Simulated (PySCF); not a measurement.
C₅H₈OSi₂.
Numbering: `[CH:1]#[C:2][C@@H:3]1[C:4](=[O:5])[SiH2:6][C@@H:7]1[SiH3:8]` (hydrogens: H9 on C1; H10 on C3; H11, H12 on Si6; H13 on C7; H14, H15, H16 on Si8)

Computed, not measured: TDDFT B3LYP/def2-SVPD, vertical, gas phase, core orbitals frozen in the response (PySCF 2.14.0, density-fitted response routines). The structure is a single GFN2-xTB conformer in the gas phase; no vibrational or solvent corrections.

Kohn–Sham orbitals with the atoms that hold most of them (Löwdin shares over 4%, at most four atoms; ? is withheld):

```csv
orbital,ε (eV),atoms
LUMO+2,-0.01,"Si6 19%, C1 9%, C7 9%, H13 9%"
LUMO+1,-0.77,"Si6 33%, H11 10%, C7 10%, H12 9%"
LUMO,-1.96,?
HOMO,?,?
HOMO-1,-7.88,"C1 35%, C2 32%, C7 9%, C3 7%"
HOMO-2,-8.25,"C2 31%, C1 30%, O5 8%, C7 6%"
HOMO-3,-8.66,"C7 29%, Si8 15%, Si6 10%, C2 10%"
```

**Question.** Which atoms hold the HOMO, and with what shares?

**Answer.** O5 (bonded to C) 40%; C4 (bonded to C, O and Si) 17%; Si6 (bonded to 2 C and 2 H) 12%; C3 (bonded to 3 C and H) 12%. By element: oxygen 40%, carbon 28% or more, silicon 12% or more.

**Question.** Which atoms hold the LUMO, and with what shares?

**Answer.** C4 (bonded to C, O and Si) 34%; O5 (bonded to C) 29%; Si6 (bonded to 2 C and 2 H) 10%; C3 (bonded to 3 C and H) 8%. By element: carbon 42% or more, oxygen 29%, silicon 10% or more.

**Question.** What is the HOMO energy, and the HOMO–LUMO gap?

**Answer.** ε(HOMO) = -6.69 eV; the gap is 4.73 eV (0.1738 hartree).

**Question.** The HOMO–LUMO gap is 4.73 eV. Where does the response calculation put the lowest singlet, and from which orbitals?

**Answer.** S1 is at 3.22 eV (f = 0.0006), 1.51 eV below the gap, made of HOMO→LUMO (97%). 

**Question.** One configuration dominates each of S1, S2, S3 and S4. Which, and how do the shares of the two leading atoms of either orbital change from the occupied to the empty one?

**Answer.** 
- S1 (3.22 eV, f 0.0006), HOMO→LUMO (97%): O5 40% → 29%, C4 17% → 34%
- S2 (4.94 eV, f 0.0006), HOMO-1→LUMO (99%): C1 35% → at most 8%, C2 32% → at most 8%, C4 at most 7% → 34%, O5 at most 7% → 29%
- S3 (5.07 eV, f 0.045), HOMO→LUMO+1 (97%): O5 40% → at most 9%, C4 17% → at most 9%, Si6 12% → 33%, H11 at most 12% → 10%
- S4 (5.29 eV, f 0.012), HOMO-2→LUMO (95%): C2 31% → at most 8%, C1 30% → at most 8%, C4 at most 7% → 34%, O5 8% → 29%

The run took 59 s of wall time on one thread of an Arm Neoverse V1, shared host with 32 logical CPUs at a one-minute load of 29, and the process peaked at 0.89 GiB of memory.
